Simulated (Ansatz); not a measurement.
```yaml
crystal:
  periodic: [false, false, false]
  atoms:
    - {symbol: C, position_ang: [1.213519, -0.883842, -0.922366]}
    - {symbol: C, position_ang: [0.635223, -0.355106, -0.281352]}
    - {symbol: C, position_ang: [-0.166327, -0.177571, -0.641941]}
    - {symbol: C, position_ang: [-0.830304, 0.298990, -0.107641]}
    - {symbol: C, position_ang: [-1.538919, 0.453094, -0.471744]}
    - {symbol: O, position_ang: [-0.573835, 0.625260, 0.606422]}
    - {symbol: Al, position_ang: [0.384118, 0.641433, 1.306893]}
    - {symbol: O, position_ang: [0.350090, 0.178211, 2.055000]}
    - {symbol: F, position_ang: [0.882298, 1.711671, 1.055045]}
    - {symbol: O, position_ang: [1.051771, -0.078328, 0.465990]}
    - {symbol: H, position_ang: [1.733174, -0.438766, -1.062871]}
    - {symbol: H, position_ang: [1.107950, -1.111800, -1.354912]}
    - {symbol: H, position_ang: [1.670908, -1.490061, -0.456067]}
    - {symbol: H, position_ang: [-0.367275, -0.429740, -1.136317]}
    - {symbol: H, position_ang: [-2.299345, 0.163798, 0.021871]}
    - {symbol: H, position_ang: [-1.901427, 0.120213, -0.992639]}
    - {symbol: H, position_ang: [-1.927489, 1.033527, -0.436737]}
    - {symbol: H, position_ang: [0.156214, -0.370490, 2.542978]}
basis:
  gaussian: {orbitals: def2-TZVP}
hamiltonian: {xc: {name: wB97X}}
output: {forces: true}
```

```sh
$ ansatz run in.yaml --threads 4 --pin off --events-out ev --progress --plain --max-ram 66560MiB --backend cuda --devices 0, --max-vram 37GiB
```

Output, abridged:

```
Functional definition: wB97X
2120 factors; their error is unknown
484 factors; integrals over basis functions are off by at most 3.5e-6 eV
mean field evaluation 1: about -20467.8971 eV, gradient 2.1e2 eV
mean field evaluation 2: about -20368.8300 eV, gradient 3.0e2 eV
mean field evaluation 4: about -20529.3561 eV, gradient 1.5e1 eV
mean field evaluation 8: about -20529.7484 eV, gradient 1.9e-1 eV
mean field evaluation 16: about -20529.7707 eV, gradient 2.1e-3 eV
mean field -20529.77074590 eV, -754.4551593334 hartree, gradient 3.8e-5 eV, S^2 0.000000; 0 other end points of the search recorded, 0 dependent functions left out
reference -20529.77070473 eV, -754.4551578206 hartree; 42, 42 occupied and 322, 322 virtual orbitals, 2120 factors
Total energy: -20529.77070473 eV, -754.4551578206 hartree
Atom 0 at     1.213519    -0.883842    -0.922366 Å, force    38.473401    15.433181   100.246263 eV/Å
Atom 1 at     0.635223    -0.355106    -0.281352 Å, force    24.477465   -22.879853    -7.377202 eV/Å
Atom 2 at    -0.166327    -0.177571    -0.641941 Å, force   -18.202721    21.506854    -2.272158 eV/Å
Atom 3 at    -0.830304     0.298990    -0.107641 Å, force    53.362959   -46.923516   -15.727643 eV/Å
Atom 4 at    -1.538919     0.453094    -0.471744 Å, force  -113.833330    12.151763   -53.310517 eV/Å
Atom 5 at    -0.573835     0.625260     0.606422 Å, force    -7.098426    56.947146    94.937806 eV/Å
Atom 6 at     0.384118     0.641433     1.306893 Å, force    24.971013   117.358836  -147.891680 eV/Å
Atom 7 at     0.350090     0.178211     2.055000 Å, force    -8.982231  -122.586036   209.766054 eV/Å
Atom 8 at     0.882298     1.711671     1.055045 Å, force    22.252591    49.179655    -8.456822 eV/Å
Atom 9 at     1.051771    -0.078328     0.465990 Å, force    60.712454     7.780944    53.590854 eV/Å
Atom 10 at     1.733174    -0.438766    -1.062871 Å, force    34.079783    28.156741   -10.080970 eV/Å
Atom 11 at     1.107950    -1.111800    -1.354912 Å, force   -36.483831   -72.084954  -137.575838 eV/Å
Atom 12 at     1.670908    -1.490061    -0.456067 Å, force     6.354264    -8.450283     5.489095 eV/Å
Atom 13 at    -0.367275    -0.429740    -1.136317 Å, force   -29.342240   -37.841722   -75.770346 eV/Å
Atom 14 at    -2.299345     0.163798     0.021871 Å, force    -5.909653    -2.270758     6.013718 eV/Å
Atom 15 at    -1.901427     0.120213    -0.992639 Å, force   -17.528616   -18.691097   -32.944191 eV/Å
Atom 16 at    -1.927489     1.033527    -0.436737 Å, force   -23.043343    40.012594     1.767746 eV/Å
Atom 17 at     0.156214    -0.370490     2.542978 Å, force    -4.259541   -16.799495    19.595830 eV/Å
Dipole moment:    -0.633161    -0.425523    -0.390647 e Å
```

(1) What is wrong with this run?

Answers

(1) The geometry is squeezed to about two thirds of its size. Self-consistency was reached. The result belongs to that input, not to the molecule as meant.
